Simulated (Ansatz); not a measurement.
`NB(O)Cl` + HCl → `OB(Cl)Cl` + NH₃ at 400 K and 1 bar (ligand exchange at a B–N bond).

Gas-phase electronic energies from Ansatz, PBE0-D4/def2-TZVP geometries. CBS: MP2 limit from def2 TZ/QZ plus the TZ coupled-cluster correction, frozen cores. This one scheme is used for every species. One conformer a species, not always the lowest.

```csv
species,CCSD(T)/CBS energy (Eh),H − E (kJ/mol),S (J/(mol·K))
`NB(O)Cl`,-616.40523,148.4,317.9
HCl,-460.38127,29.6,195.4
`OB(Cl)Cl`,-1020.26564,77.9,316.2
NH₃,-56.50880,104.2,203.1
```

H − E and S are ideal-gas, rigid-rotor, harmonic terms from PBE0-D4/def2-TZVP, for one conformer and one mirror image of each species. 1 Eh = 2625.50 kJ/mol, R = 8.31446 J/(mol·K).

By hand: ΔE, ΔH, ΔS and ΔG.

ΔE = (-1020.26564) + (-56.50880) − (-616.40523) − (-460.38127) = 0.01206 Eh = 31.7 kJ/mol. Δ(H − E) = 77.9 + 104.2 − 148.4 − 29.6 = 4.1, so ΔH = 35.8 kJ/mol. ΔS = 316.2 + 203.1 − 317.9 − 195.4 = 6.0 J/(mol·K). ΔG = 35.8 − 400 × (6.0)/1000 = 33.4 kJ/mol.

By hand: the equilibrium constant, and the temperature at which ΔG would vanish if ΔH and ΔS stayed fixed.

log₁₀ K = −ΔG/(RT ln 10) = -4.4. ΔG = 0 at ΔH/ΔS = 5967 K, far beyond where these terms or the molecules hold.

The number of gas molecules stays the same, so ΔS is small and ΔH decides. A doubt of 5 kJ/mol in ΔE shifts log₁₀ K by 0.7 here. Other conformers and mirror images would add mixing entropy, several J/(mol·K) or more a flexible species. These are equilibria of isolated gas molecules and say nothing of rates. Largest T1 diagnostic: 0.011 (customary marks: 0.02 for closed shells, 0.045 for open ones).
